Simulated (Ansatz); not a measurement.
Ansatz (a quantum-chemistry and plane-wave program) input (CCSD(T)/def2-SVPD):

Ansatz 0.2 input:
```yaml
crystal:
  periodic: [false, false, false]
  atoms:
    - {symbol: Au, position_ang: [-0.00000000, -0.00000000, -0.38970921]}
    - {symbol: C, position_ang: [0.00000000, 0.00000000, 1.56191217]}
    - {symbol: O, position_ang: [0.00000000, 0.00000000, 2.67694432]}
basis:
  gaussian:
    orbitals: def2-SVPD
total_charge: 1
magnetization: {spin_polarized: false}
correlation: {method: ccsd_t, electrons: outside_noble_gas}
output: {forces: true}
```

End of the output:

```
cycle   5  -14.76882656 eV  change    1.5e-3 eV  update   4.4e-3
cycle   6  -14.77024871 eV  change   -1.4e-3 eV  update   1.7e-3
cycle   7  -14.76930626 eV  change    9.4e-4 eV  update   7.7e-4
cycle   8  -14.76885066 eV  change    4.6e-4 eV  update   2.2e-4
cycle   9  -14.76899471 eV  change   -1.4e-4 eV  update   8.2e-5
cycle  10  -14.76901497 eV  change   -2.0e-5 eV  update   3.0e-5
cycle  11  -14.76899472 eV  change    2.0e-5 eV  update   1.4e-5
cycle  12  -14.76901497 eV  change   -2.0e-5 eV  update   4.4e-6
perturbative correction -0.52912141 eV, -0.0194448532 hartree
the calculation of the forces begins
Total energy: -6741.35855737 eV, -247.7403575265 hartree
Atom 0 at    -0.000000    -0.000000    -0.389709 Å, force    -0.000000     0.000000    -0.396653 eV/Å
Atom 1 at     0.000000     0.000000     1.561912 Å, force    -0.000000    -0.000000    -1.573325 eV/Å
Atom 2 at     0.000000     0.000000     2.676944 Å, force     0.000000    -0.000000     1.969978 eV/Å
Dipole moment:     0.000000    -0.000000     0.044892 e Å
```
